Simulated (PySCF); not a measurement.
PBE on In⁻ (indium, charge -1), [Kr] 4d10 5s2 5p2, high-spin 3P determinant. Calculation: PySCF 2.14, in def2-QZVPPD with the def2 core potential (28 electrons) (8s6p5d4f1g, 88 functions); scalar relativity through the core potential.

```
cycle= 1 E= -190.132934851422  delta_E= -0.0124  |g|= 0.0689  |ddm|= 0.318
cycle= 2 E= -190.133283788656  delta_E= -0.000349  |g|= 0.065  |ddm|= 0.158
cycle= 3 E= -190.134278172876  delta_E= -0.000994  |g|= 0.00615  |ddm|= 0.0481
cycle= 4 E= -190.134317225523  delta_E= -3.91e-05  |g|= 0.000408  |ddm|= 0.0224
cycle= 5 E= -190.134317370873  delta_E= -1.45e-07  |g|= 5.43e-05  |ddm|= 0.00257
cycle= 6 E= -190.134317373262  delta_E= -2.39e-09  |g|= 6.91e-06  |ddm|= 0.000268
cycle= 7 E= -190.13431737334  delta_E= -7.79e-11  |g|= 5e-07  |ddm|= 6e-05
converged SCF energy = -190.13431737334  <S^2> = 2.0017284  2S+1 = 3.001152
```

Highest occupied orbital energy: 1.566 eV; ⟨L²⟩ = 2.01; populations by l: s 4.00, p 8.00, d 10.00, f 0.00.

Problem. Can this result be used?

Solution. With care. Self-consistency was reached. Energies and moments cover only the electrons outside the core potential. At PBE the highest occupied level has a positive energy, so only the finite basis holds that electron; in a semilocal or global hybrid functional this comes from self-interaction and does not mean that the real anion is unbound.
